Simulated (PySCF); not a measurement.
C₃H₇BO₃, SMILES C=CCOB(O)O. Atoms are numbered in the order given.

```xyz
14

C      3.0102    -0.0682     0.4499
C      1.6971    -0.2940     0.5244
C      0.8333    -0.6707    -0.6447
O     -0.2144     0.2705    -0.8549
B     -1.3424     0.2572    -0.0885
O     -2.3087     1.2038    -0.2922
O     -1.5114    -0.6945     0.8786
H      3.6010     0.1848     1.3346
H      3.5478    -0.1335    -0.5023
H      1.1766    -0.2234     1.4868
H      0.4020    -1.6739    -0.4779
H      1.4324    -0.7038    -1.5680
H     -2.0600     1.8173    -0.9948
H     -2.3550    -0.5940     1.3352
```
Charge 0, spin multiplicity 1.

Geometry: B3LYP-D3(BJ)/def2-SVP. The values are those of a single conformer.

Vertical ionisation energy (IE) and electron affinity (EA) in eV. Rows of orbital energies are one-electron estimates. Where ΔSCF, EOM or ADC give a negative EA the extra electron is unbound and the value depends on the basis.

```tsv
level	IE	EA
−ε(HOMO), −ε(LUMO), r2SCAN/def2-TZVP (PySCF)	…	…
−ε(HOMO), −ε(LUMO), PBE/def2-TZVP (PySCF)	6.50	1.05
```

Some entries are withheld; supply them. (The exact figures need the calculation; the answer reports its results.)


- −ε(HOMO), −ε(LUMO), r2SCAN/def2-TZVP (PySCF), IE: 6.72
- −ε(HOMO), −ε(LUMO), r2SCAN/def2-TZVP (PySCF), EA: 0.80
